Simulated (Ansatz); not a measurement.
## Energy profile

The step: Si₂H₄F₂ ([F][SiH]([F])[SiH3]) + HF → SiHF₃ ([F][SiH]([F])[F]) + SiH₄; bonds formed: Si1–F7, Si2–H6; bonds broken: Si1–Si2, H6–F7 (atoms numbered as in the saddle structure below).

Si1  (-0.217, -1.142, 0.193)
Si2  (-0.057, 1.390, -0.141)
F3  (-0.496, -2.118, -1.021)
F4  (0.240, -1.839, 1.538)
H5  (-1.595, -0.698, 0.542)
H6  (1.146, -0.042, -0.324)
F7  (1.616, -1.070, -0.343)
H8  (-0.508, 1.746, 1.226)
H9  (1.049, 2.296, -0.563)
H10  (-1.178, 1.477, -1.108)
(Å)

Electronic energies by CCSD(T) at an estimated basis limit (MP2 extrapolated from triple and quadruple zeta, plus CCSD(T) − MP2 in triple zeta), on PBE0-D4/def2-TZVP structures; Si₂H₅F₃, closed shell; no counterpoise correction. Program: Ansatz 0.2.0. Basis: def2-TZVPP and def2-QZVPP. Cores are frozen in the correlated methods. Extrapolation: Hartree–Fock as exp(−7.88 √X), correlation as X^−2.97.

Give the profile in eV, counted from the separated reactants. (Judge from chemistry; the value comes from the calculation.)

Computed:
| point | eV |
| --- | --- |
| separated: Si₂H₄F₂ (linked as [F][SiH]([F])[SiH3]; Si1, Si2, F3, F4, H5, H8, H9, H10; singlet) + HF (H6, F7; singlet) | 0.000 |
| start structure | -0.016 |
| saddle | 1.512 |
| end structure | -1.829 |
| separated: SiHF₃ (linked as [F][SiH]([F])[F]; Si1, F3, F4, H5, F7; singlet) + SiH₄ (Si2, H6, H8, H9, H10; singlet) | -1.780 |

No T1 diagnostic of these runs exceeds 0.014. The start structure is not quite a true minimum (one mode of 43i cm⁻¹).

For scale, one of the runs: CCSD(T)/def2-TZVPP, 247 basis functions, launched by `ansatz run in.yaml --threads 8 --pin off --events-out ev --progress --plain --max-ram 19148MiB`. The run took 72 s on 8 CPU threads of an Arm Neoverse V2 (shared host), with 5.2 GiB of host memory at its peak.
